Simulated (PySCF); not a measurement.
Isomers of C6H12N2, from PBE0-D3(BJ)/def2-SVP geometry optimisation, gas phase (PySCF 2.14.0). One conformer each, no zero-point energy, no frequencies.

Question: Which isomer lies lowest at this level?
A. `[CH3:1][CH2:2][N:3]1[CH2:4][C@H:5]([CH3:6])[CH:7]=[N:8]1` with C1–C2–N3–C4 -69°, C2–N3–C4–C5 165°, N3–C4–C5–C6 93°, C4–C5–C7–N8 18°, C2–N3–N8–C7 -157°: A = 4781, B = 1347, C = 1235 MHz, dipole 1.92 D
B. `[CH2:1]=[CH:2][CH2:3][N:4]([CH3:5])/[N:6]=[CH:7]\[CH3:8]` with C1–C2–C3–N4 136°, C2–C3–N4–C5 85°, C3–N4–N6–C7 -50°: A = 2163, B = 1987, C = 1230 MHz, dipole 1.55 D
C. `[CH3:1][CH2:2][CH2:3][N:4]1[CH2:5][CH2:6][CH:7]=[N:8]1` with C1–C2–C3–N4 177°, C2–C3–N4–C5 70°, C3–N4–C5–C6 160°, N4–C5–C6–C7 -23°, C5–C6–C7–N8 15°, C3–N4–N8–C7 -153°: A = 6182, B = 1059, C = 946.7 MHz, dipole 1.98 D
D. `C1CN2CCN1CC2` (triethylenediamine): A = 2688, B = 2533, C = 2532 MHz, dipole 0.00 D

Answer: D. That is triethylenediamine, `C1CN2CCN1CC2`, 7.7 kcal/mol below the next.

| SMILES | mapped SMILES | E (Eh) | relative (kcal/mol) | relative (kJ/mol) | dipole (D) |
| --- | --- | --- | --- | --- | --- |
| C1CN2CCN1CC2 | [CH2:1]1[CH2:2][N:3]2[CH2:4][CH2:5][N:6]1[CH2:7][CH2:8]2 | -344.69791 | 0.0 | 0.0 | 0.00 |
| CCN1C[C@H](C)C=N1 | [CH3:1][CH2:2][N:3]1[CH2:4][C@H:5]([CH3:6])[CH:7]=[N:8]1 | -344.68557 | 7.7 | 32.4 | 1.92 |
| CCCN1CCC=N1 | [CH3:1][CH2:2][CH2:3][N:4]1[CH2:5][CH2:6][CH:7]=[N:8]1 | -344.68402 | 8.7 | 36.5 | 1.98 |
| C=CCN(C)/N=C\C | [CH2:1]=[CH:2][CH2:3][N:4]([CH3:5])/[N:6]=[CH:7]\[CH3:8] | -344.63292 | 40.8 | 170.6 | 1.55 |

As drawn, the highest has a C=N bond, an N–N linkage and a C=C bond outside aromatic rings, which the lowest lacks.
